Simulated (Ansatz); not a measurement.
Cost and result for the atomization energy of FH$_{5}$NSi$_{2}$ (`N[Si](F)[SiH3]`) radical (9 atoms, 8 bonds).

Z-matrix (Å, degrees):
```
Si
Si 1 2.366
H 1 1.486 2 109.1
H 1 1.490 2 114.4 3 -122.8
H 1 1.490 2 106.4 3 116.9
F 2 1.613 1 110.6 3 70.3
N 2 1.718 1 109.9 3 -175.6
H 7 1.008 2 120.6 1 63.8
H 7 1.009 2 120.0 1 -149.7
```

Charge 0, multiplicity 2. Geometry: relaxed with PBE0-D4/def2-TZVP. It is one conformer, not always the lowest. Program: Ansatz. Hardware: A = 2 threads of an AMD EPYC 7R13 on a shared host; B = 2 threads of an AMD EPYC 7R13 on a shared host and a share of an NVIDIA H100 80 GB. Times are those of one run each, without the atoms' runs, and a repeat can differ threefold. Electronic energies, without spin–orbit coupling; frozen cores. CCSD(T)/CBS adds CCSD(T) − MP2 in def2-TZVPP to the MP2 limit, and its time is that of the two runs behind it. T1 = 0.016; ⟨S²⟩ of the reference is 0.76. B3LYP takes the VWN-RPA correlation (the form of Gaussian; ORCA's B3LYP/G).

CCSD(T)/CBS is a level of theory with its own doubt, some kJ/mol a heavy atom from the limit and from the frozen cores, so smaller differences don't rank the functionals.

| level | functions | wall time |
| --- | --- | --- |
| PBE-D4/def2-TZVPP (with forces) [A] | 216 | 3.5 s |
| PBE0-D4/def2-TZVPP [A] | 216 | 5.5 s |
| B3LYP-D4/def2-TZVPP (with forces) [A] | 216 | 6 s |
| r2SCAN-D4/def2-TZVPP (with forces) [A] | 216 | 7.5 s |
| B2PLYP/def2-TZVPP [A] | 216 | 7.5 s |
| MP2/def2-QZVPP [B] | 404 | 8 s |
| CCSD(T)/def2-TZVPP [B] | 216 | 9.5 s |
| ωB97X-V/def2-TZVPP [A] | 216 | 13 s |
| ωB97M-V/def2-TZVPP (with forces) [A] | 216 | 16 s |
| CCSD(T)/CBS(def2) | – | 18 s |

(1) What atomization energy does each give, and how far from CCSD(T)/CBS? (Best estimate.)

Results:

(1) Computed: 
| level | atomization (kJ/mol) | difference from CCSD(T)/CBS | per bond |
| --- | --- | --- | --- |
| PBE-D4/def2-TZVPP (with forces) [A] | 2929.3 | 22.4 | 2.8 |
| PBE0-D4/def2-TZVPP [A] | 2878.4 | -28.5 | -3.6 |
| B3LYP-D4/def2-TZVPP (with forces) [A] | 2911.9 | 5.0 | 0.6 |
| r2SCAN-D4/def2-TZVPP (with forces) [A] | 2908.0 | 1.1 | 0.1 |
| B2PLYP/def2-TZVPP [A] | 2867.8 | -39.1 | -4.9 |
| MP2/def2-QZVPP [B] | 2894.9 | -12.0 | -1.5 |
| CCSD(T)/def2-TZVPP [B] | 2809.9 | -97.0 | -12.1 |
| ωB97X-V/def2-TZVPP [A] | 2926.9 | 20.0 | 2.5 |
| ωB97M-V/def2-TZVPP (with forces) [A] | 2905.6 | -1.3 | -0.2 |
| CCSD(T)/CBS(def2) | 2906.9 | 0.0 | 0.0 |

The D4 term adds +29.5 kJ/mol with B3LYP and +15.4 kJ/mol with PBE0; it sums over pairs of atoms, weighted by their polarisabilities, and B3LYP, whose exchange is more repulsive, gets the larger term. In def2-TZVPP, CCSD(T) changes the Hartree–Fock value by +717.6 kJ/mol (the triples alone add +37.3 kJ/mol) and MP2 by +743.2 kJ/mol; breaking electron pairs costs correlation energy, which Hartree–Fock lacks. From PBE to PBE0 (25 % exact exchange), in def2-TZVPP and without D4, the atomization energy moves by −48.1 kJ/mol: exact exchange takes away binding that semilocal exchange gives to molecules.
